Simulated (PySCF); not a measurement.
# SrS⁻: one state, many levels of theory

State: ²Σ⁺ (doublet), unpaired electrons σ ↑. Set-up: basis Sr def2-SVPD with ECP28, S def2-SVPD; scalar-relativistic core potentials; PySCF 2.14. De refers to Sr + S⁻ in their high-spin ground configurations, without counterpoise correction. The functionals are run spin-unrestricted. A positive dipole points towards S; it is taken about the centre of mass and depends on that origin.

| Level | Re (Å) | ωe (cm⁻¹) | De (eV) | μ (D) | CPU s a point (SCF and correlation, without the integrals) |
| --- | --- | --- | --- | --- | --- |
| UHF | 2.614 | 347 | n/a | -6.71 | 0.41 |
| UHF-MP2 | 2.612 | 331 | n/a | n/a | 0.56 |
| UHF-SCS-MP2 | 2.617 | 330 | n/a | n/a | n/a |
| UHF-CCSD | 2.615 | 332 | n/a | n/a | n/a |
| UHF-CCSD(T) | 2.628 | 319 | n/a | n/a | 8.6 |
| PBE | 2.574 | 329 | 2.79 | -5.05 | 0.65 |
| revPBE | 2.583 | 326 | 2.67 | -4.86 | 0.45 |
| r²SCAN | 2.570 | 341 | 2.93 | -5.48 | 0.91 |
| TPSSh | 2.576 | 338 | 2.78 | -4.92 | 1.1 |
| PBE0 | 2.562 | 344 | 2.66 | -5.48 | 1 |
| M06 | 2.581 | 322 | 2.32 | -4.88 | 1.1 |
| CAM-B3LYP | 2.575 | 342 | 2.29 | -6.47 | 1.2 |

Problem. What does a quarter of exact exchange do here, going from PBE to PBE0?

Solution. PBE0 less PBE: -1.2 pm in Re, +4.6 % in ωe, -0.13 eV in De. Exact exchange removes part of the self-interaction that spreads semilocal densities, and in most molecules shortens and stiffens the bond and lowers De; so it does here.

Problem. What does the step from GGA to meta-GGA do here, going from PBE to r²SCAN?

Solution. r²SCAN less PBE: -0.4 pm in Re, +3.6 % in ωe, +0.14 eV in De. 

Problem. What does second-order correlation do here, going from UHF to UHF-MP2?

Solution. UHF-MP2 less UHF: -0.2 pm in Re, -4.6 % in ωe. Correlation nearly always deepens the well. The bond shortens, as in weak, metallic or heavy-atom bonds, where dispersion and the correlation of outer-core electrons pull the atoms together.

Correlated steps freeze 5 core orbitals. Spin–orbit coupling is left out. For an ion De counts to the pair picked by the measured ionisation energies or electron affinities, which need not be the lowest pair at this level. The highest Kohn–Sham level is positive in this anion. Much of that is self-interaction error, but it also means that the finite basis helps to hold the extra electron. The state is the lowest determinant that a PBE0 search found; another state may lie lower at other levels.

The whole job (state search and all levels along the bond) took about 3.2 min on 1 thread of Oxide Virtual Turin-like (shared host), peak memory 0.68 GiB.
